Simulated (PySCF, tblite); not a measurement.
C5H6O3S.
Numbering: `[O:1]=[CH:2][C:3]1=[CH:4][S:5](=[O:6])(=[O:7])[CH2:8][CH2:9]1` (hydrogens: H10 on C2; H11 on C4; H12, H13 on C8; H14, H15 on C9)

Structure used (GFN2-xTB), in Å, numbered top down from 1:
```xyz
15
C5H6O3S angstrom
O      3.0177    0.5788    0.5858
C      2.3270   -0.3488    0.2632
C      0.8614   -0.2730    0.0930
C      0.0934   -1.2855   -0.2846
S     -1.6257   -0.7520   -0.3313
O     -2.2314   -1.0562   -1.5951
O     -2.2838   -1.2173    0.8557
C     -1.2127    1.0246   -0.2055
C      0.1827    1.0414    0.3855
H      2.7492   -1.3490    0.0580
H      0.3796   -2.2948   -0.5048
H     -1.2447    1.4093   -1.2200
H     -1.9571    1.5140    0.4118
H      0.7941    1.8572   -0.0057
H      0.1459    1.1595    1.4720
```

Level of theory: PBE0/pcSseg-1 in PySCF (dipole) on a GFN2-xTB geometry, gas phase.

Masses are those of the commonest isotopes; rigid-rotor values at the optimised geometry. The values belong to one conformer with, in the numbering `[O:1]=[CH:2][C:3]1=[CH:4][S:5](=[O:6])(=[O:7])[CH2:8][CH2:9]1`, O1–C2–C3–C4 179°, C3–C4–S5–O6 128°, C4–S5–C8–C9 -21°, S5–C8–C9–C3 23°, C2–C3–C9–C8 164°.

Give the principal moments of inertia and the rotational constants in GHz.

Ia = 142.13, Ib = 576.16, Ic = 614.39 u·Å²; 505379 MHz·u·Å²/I gives 3556, 877.1 and 822.6 MHz, that is A = 3.5557, B = 0.8771, C = 0.8226 GHz.

What kind of rotor is it?

A near-prolate asymmetric top. Ray's parameter κ = (2B − A − C)/(A − C) = -0.960; −1 is the prolate and +1 the oblate limit.

Is it planar, by Δ = Ic − Ia − Ib?

Not planar: Δ = Ic − Ia − Ib = -103.90 u·Å². For a rigid frame Δ = −2 Σ m c², so Σ m c² = 51.95 u·Å² lies off the ab plane: 3.54 from hydrogen and 48.42 from heavier atoms. The atom farthest from that plane is 1.38 Å away.

Where do the levels up to J = 3 lie, in cm⁻¹?

Above 0(0,0):
J = 1: 1(0,1) 0.0567, 1(1,1) 0.1460, 1(1,0) 0.1479
J = 2: 2(0,2) 0.1701, 2(1,2) 0.2576, 2(1,1) 0.2631, 2(2,1) 0.5311, 2(2,0) 0.5311
J = 3: 3(0,3) 0.3400, 3(1,3) 0.4250, 3(1,2) 0.4359, 3(2,2) 0.7012, 3(2,1) 0.7013, 3(3,1) 1.1525, 3(3,0) 1.1525
The levels of one J sum to (2J + 1)J(J + 1)(A + B + C)/3.

Predict some low-J microwave lines.

The dipole components are |μa| = 2.17 D, |μb| = 0.56 D, |μc| = 0.67 D. Intensities carry the squares of the components, which stand as 1.00 : 0.07 : 0.10 (a : b : c). Some lines, for components of 0.1 D or more:

```
type  branch         J(Ka,Kc)    MHz  lower level (cm⁻¹)
   b       R  4(0,4) ← 3(1,3)   4245               0.425
   c       R  1(1,0) ← 0(0,0)   4433               0.000
   a       R  5(2,4) ← 4(2,3)   8497               0.928
   c       R  2(2,0) ← 1(1,0)  11490               0.148
   b       Q  3(3,1) ← 3(2,2)  13530               0.701
   b       R  5(2,4) ← 4(1,3)  16343               0.666
   c       R  5(2,3) ← 4(1,3)  16372               0.666
   b       Q  4(4,0) ← 4(3,1)  18939               1.379
   c       R  4(3,2) ← 3(2,2)  20330               0.701
   c       R  5(5,0) ← 4(4,0)  32851               2.011
   c       R  5(5,1) ← 4(4,1)  32851               2.011
```

Estimate the classical rotational partition function at 10 K, 50 K and 298.15 K.

Point group C1, symmetry number σ = 1; q = (√π/σ)·√((kT/h)³/(ABC)), k/h = 20836.6 MHz/K: 3330 at 10 K, 37200 at 50 K, 542000 at 298.15 K.

Its GFN2-xTB frequencies are all real (lowest 57 cm⁻¹). No vibrational averaging or centrifugal distortion is included, and the geometry carries the error of its method.

The run took 55 s wall on one thread, Arm Neoverse N1, no GPU (shared host). This is the PBE0/pcSseg-1 job that gave the dipole, with the shieldings it also computed.
